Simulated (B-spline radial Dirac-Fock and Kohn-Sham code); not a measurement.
Kohn-Sham estimates against Dirac-Fock for the levels of Cu

System: neutral copper in the configuration [Ar] 3d10 4p1 (not the ground configuration).

The density-functional columns are spherical, spin-unpolarised Dirac-Kohn-Sham results without Breit or QED terms: −ε is minus the orbital energy of the initial state and ΔSCF the difference of two total energies. The reference in the last column comes from Dirac-Fock (average of configuration) total-energy differences with a finite nucleus, the Breit interaction including its frequency dependence, and self-energy and vacuum-polarisation corrections. All numbers are from an atomic code on a B-spline grid, in eV; a selection of levels is shown. The Kohn-Sham columns are given as differences from the reference. For the 1s level of heavy atoms much of the gap between ΔSCF and the reference is the Breit and QED part, -16.2 eV here; for other levels the error of the functional can be larger.

```
level  LDA −ε − DF  LDA ΔSCF − DF  Dirac-Fock
    K       -155.1          +16.5      8988.2
   L1        -46.5          -23.3      1108.4
   L2        -29.3            0.0       961.1
   L3        -29.7           -1.1       941.0
   M1        -18.0          -10.6       134.2
   M2        -12.0           -4.7       87.89
   M3        -12.1           -4.9       85.38
   M4         -2.3           +4.1        9.85
   M5         -2.3           +4.0        9.61
 N2,3         -1.5           +0.8        3.37
```

Values without a named source are computed, but for edge energies of neutral atoms, which are taken from tables.
